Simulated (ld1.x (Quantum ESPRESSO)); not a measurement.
# What the settings do to the TM semilocal potential of Au (Z = 79)

Base potential:

Au, norm-conserving Troullier–Martins (semilocal form), made with ld1.x (Quantum ESPRESSO) 7.5 (PBEsol, scalar-relativistic). Core [Kr] 4d10 4f14, reference 5s2 5p6 5d10 6s1 6p0. Waves: 5s (bound): rc 1.05 bohr; 5p (bound): rc 1.35 bohr; 5d (bound): rc 2.05 bohr. Local part: the d channel. Core correction: a·sin(br)/r model core inside 0.95 bohr.

Occupied shells without a wave of their own: 6s. They enter only through the test configuration that unscreens the potential, and ld1.x also counts them in the model core charge.

Cutoffs, loose and tight: the cutoffs (Ry, on a coarse ladder) from which the occupation-weighted sum of valence levels, in a spherical-Bessel basis at the reference potential, stays within 10 and 1 mRy of its value at 400 Ry. They do not see the model core or the augmentation charge, which bear on the density cutoff. Test errors are all-electron minus pseudo excitation energies from the reference, over the configurations 5s2 5p6 5d10 6s0 6p0; 5s2 5p6 5d9 6s0 6p0; 5s2 5p6 5d8 6s0 6p0; 5s1 5p6 5d10 6s1 6p0; 5s2 5p6 5d9 6s2 6p0; 5s2 5p5 5d10 6s1 6p0; 5s2 5p6 5d10 6s0.5 6p0. A dash means not determined; rows that change the core or the reference have their own tests.

With those shells counted twice in exchange and correlation these files are broken, and their errors move erratically; no question is asked of them.

A semilocal file is local in each channel, so a ghost entry of none says nothing of the separable form that plane-wave codes build from it.

| change | outcome | cutoff, loose | cutoff, tight | bound ghosts | largest test error (meV) |
| --- | --- | --- | --- | --- | --- |
| base | generated, misses its reference levels by 0.18 eV | 140 Ry | 230 Ry | none | -808 |
| wave 5d (bound): rc 2.05 bohr becomes 5d (bound): rc 1.34 bohr | generated, misses its reference levels by 0.18 eV | 140 Ry | 230 Ry | none | -805 |
| wave 5d (bound): rc 2.05 bohr becomes 5d (bound): rc 1.50 bohr | generated, misses its reference levels by 0.18 eV | 140 Ry | 230 Ry | none | -804 |
| wave 5d (bound): rc 2.05 bohr becomes 5d (bound): rc 1.70 bohr | generated, misses its reference levels by 0.18 eV | 140 Ry | 230 Ry | none | -802 |
| wave 5d (bound): rc 2.05 bohr becomes 5d (bound): rc 2.04 bohr | generated, misses its reference levels by 0.18 eV | 140 Ry | 230 Ry | none | -808 |
| wave 5d (bound): rc 2.05 bohr becomes 5d (bound): rc 2.20 bohr | generated, misses its reference levels by 0.18 eV | 140 Ry | 230 Ry | none | -821 |
| wave 5d (bound): rc 2.05 bohr becomes 5d (bound): rc 2.38 bohr | generated, misses its reference levels by 0.18 eV | 140 Ry | 230 Ry | none | -843 |
| wave 5d (bound): rc 2.05 bohr becomes 5d (bound): rc 2.60 bohr | generated, misses its reference levels by 0.18 eV | 140 Ry | 230 Ry | none | -880 |
| wave 5d (bound): rc 2.05 bohr becomes 5d (bound): rc 2.88 bohr | generated, misses its reference levels by 0.18 eV | 140 Ry | 230 Ry | none | -909 |
| wave 5d (bound): rc 2.05 bohr becomes 5d (bound): rc 3.02 bohr | generated, misses its reference levels by 0.18 eV | 140 Ry | 230 Ry | none | -908 |

Reading the sweep of the d radius (base included, trends over the rows without a ghost): The loose cutoff stays near 140 Ry. The median size of the test errors (rows with all tests solved) rises from 205.5 meV at 1.34 to 469.9 meV at 3.02 bohr. More of the atom is replaced by a form fitted at one configuration, so other configurations suffer as the radius grows.
